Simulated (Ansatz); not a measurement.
Consider the ligand exchange at the Al–O bond: `C[O][Al]([OH])[F]` + H₂S → `C[O][Al]([F])[SH]` + H₂O.

Gas-phase electronic energies from Ansatz, PBE0-D4/def2-TZVP geometries. CCSD(T)/CBS is extrapolated from def2-TZVPP and def2-QZVPP, frozen cores. DFT in def2-TZVPP. B3LYP here is the variant with VWN-RPA as its local correlation; programs differ in this. Each species was taken in one conformer, which may not be the lowest.

```csv
level,ΔE (kJ/mol),difference from CCSD(T)/CBS
PBE-D4,12.2,-6.6
r2SCAN-D4,19.1,0.3
PBE0-D4,12.1,-6.7
B3LYP-D4,23.0,4.2
PBE,13.9,-4.9
B3LYP,25.9,7.1
HF/def2-TZVPP,28.5,9.7
CCSD(T)/def2-TZVPP,22.6,3.8
MP2/def2-QZVPP,19.5,0.7
MP2/CBS(def2),17.4,-1.4
CCSD(T)/CBS,18.8,0
```

Largest T1 diagnostic among the species: 0.012.

In def2-TZVPP, CCSD(T) changes the Hartree–Fock value by −5.9 kJ/mol (the triples alone add −2.1 kJ/mol) and MP2 by −7.0 kJ/mol.
